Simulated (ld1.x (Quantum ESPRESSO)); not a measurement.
Results of a calculation; reference values are marked as such.
**Pseudopotentials across the periodic table**

Generated with ld1.x 7.5 (TM, RRKJ, ultrasoft, PAW), atompaw 4.2 or ONCVPSP 4.0.1. The cutoff is in Ry: for ld1.x and atompaw files where the sum of valence levels is converged to 10 mRy in a Bessel basis, for ONCV files where the hardest occupied wave has 1 mHa per electron of residual kinetic energy. The error is the largest all-electron minus pseudo excitation energy over each file’s own four to seven test configurations (ionisations up to +4, promotions, holes and added fractions of an electron), all of which were solved. The labels leave out finer settings (local radius, basis sizes, second energies), which also bear on the numbers. Spin-polarised tests are not counted. The rows are a selection from randomly drawn settings: files with unsolved tests, undetermined cutoffs or missed reference levels are left out.

```tsv
element	potential	cutoff (Ry)	largest error (meV)	bound ghosts
N	TM, PBE, non-relativistic, rc 0.70/1.75/1.35 (spd), local smoothed, core correction no, reference 2s2 2p3	140	+1054	none
Al	TM, PBE, scalar-relativistic, rc 2.30/2.80/2.15 (spd), local smoothed, core correction yes, reference 3s1 3p2	8	+21	none
S	ultrasoft, PBE, fully relativistic, rc 1.75/1.40/1.40 (spd), local smoothed, core correction yes, reference 3s2 3p4	15	+26	none
Cr	PAW, PBE, scalar-relativistic, rc 2.40/3.20/2.10/3.00 (spdf), local smoothed, core correction yes, reference 3d4 4s2 4p0	21	-193	none
In	TM semilocal, PBE, scalar-relativistic, rc 1.95/2.90/1.00 (spd), local d, core correction no, reference 4d10 5s2 5p1	100	+194	none
Sb	RRKJ, BLYP, scalar-relativistic, rc 1.85/2.00/0.90 (spd), local p, core correction yes, reference 4d10 5s2 5p2	200	-475	none
Au	TM semilocal, PBE, scalar-relativistic, rc 2.28/3.40/2.10 (spd), local p, core correction yes, reference 5d10 6s0.5 6p0.5	40	-167	none
Tl	TM semilocal, PBEsol, scalar-relativistic, rc 2.25/3.05/2.35 (spd), local s, core correction yes, reference 6s2 6p1	18	-420	none
```

**Question.** Fill in the row for C: TM semilocal, PBE, scalar-relativistic, rc 0.90/1.50 (sp), local s, core correction yes, reference 2s2 2p2.

**Answer.** cutoff 55 Ry, largest error +214 meV, bound ghosts: none.
